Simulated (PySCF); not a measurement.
# Excitation energy of C+ by level of theory

C+ [He] 2s2 2p1 (2P) → C+ [He] 2s2 3d1 (2D), as a difference of total energies. Calculation: PySCF 2.14, in aug-cc-pwCVDZ (5s4p2d, 27 functions); the non-relativistic Hamiltonian (point nucleus). Correlated levels: valence: 1s2 frozen. The calculations carry no spin-orbit coupling.

| method | excitation energy (cm⁻¹) | error (cm⁻¹) |
| --- | --- | --- |
| UHF | 160440 | +14928 |
| MP2 (valence) | 158510 | +13007 |
| SCS-MP2 (valence) | 157950 | +12446 |
| CCSD (valence) | 160130 | +14622 |
| CCSD(T) (valence) | 160130 | +14623 |
| CCSDT (valence) | 160110 | +14598 |

Reference: 145510 cm⁻¹ (measured; NIST levels, between the centres of gravity of the two terms).

Errors of the correlated levels include the incompleteness of this basis and the frozen core.

The promoted electron is Rydberg-like, and one or two diffuse shells describe it only roughly, which tends to raise the upper state.

The coupled-cluster amplitudes are large for the upper state (T1 above 0.03 or a double amplitude above 0.15), so a single reference is strained.
